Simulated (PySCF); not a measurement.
## Functional dependence of a UV spectrum

Compound: CH5NSSi.
SMILES: `[H]/N=C\[SiH2]S`

Linear-response calculations in the def2-SVPD basis (PySCF; singlets by full response, triplets Tamm–Dancoff, core orbitals frozen in the response; HF means time-dependent Hartree–Fock). 'Strongest' is the level of largest summed f among the singlets computed (10 roots, of which the last may lack a degenerate partner); it can jump between rows when another state enters that window. S1 is the lowest singlet of each run and needn't be the same state throughout; f(S1) is that of one state. Geometry: PBE0-D3(BJ)/def2-SVP, one conformer, isolated molecule.

```
functional                               kind  S1 (eV)  f(S1)  strongest (eV)  T1 (eV)  HOMO (eV)  gap (eV)  ionisation energy, ΔSCF (eV)
       LDA                                LDA     3.72  0.005            6.36     3.10      -6.08      3.37                          9.60
       PBE                                GGA     3.85  0.006            6.27     3.12      -6.00      3.53                          8.91
     B3LYP  global hybrid, 20% exact exchange     4.14  0.002            7.08     3.35      -7.14      5.49                          9.30
      PBE0  global hybrid, 25% exact exchange     4.17  0.002            7.30     3.30      -7.35      5.92                          9.33
 BHandHLYP  global hybrid, 50% exact exchange     4.40  0.001            7.84     3.54      -8.60      8.29                          9.62
 CAM-B3LYP             range-separated hybrid     4.26  0.001            7.66     3.44      -8.72      8.45                          9.62
   wB97X-D             range-separated hybrid     4.27  0.001            7.73     3.48      -9.23      9.60                          9.60
   LC-wPBE             range-separated hybrid     4.33  0.001            8.12     3.43     -10.05     10.94                          9.85
        HF                       Hartree–Fock     4.75  0.001            7.86     3.79     -10.46     12.46                   not settled
```

S1 runs from 3.72 eV (LDA) to 4.75 eV (HF), a spread of 1.03 eV, while the orbital gap spreads over 9.1 eV. Along PBE (0%), B3LYP (20%), PBE0 (25%), BHandHLYP (50%), HF (100%) S1 rises with the share of exact exchange. −ε(HOMO) comes closest to its own ΔSCF ionisation energy with LC-wPBE (+0.20 eV) and misses most with LDA (-3.52 eV). 'Not settled' means that the ion's SCF failed to converge or may have ended in another state than the lowest.
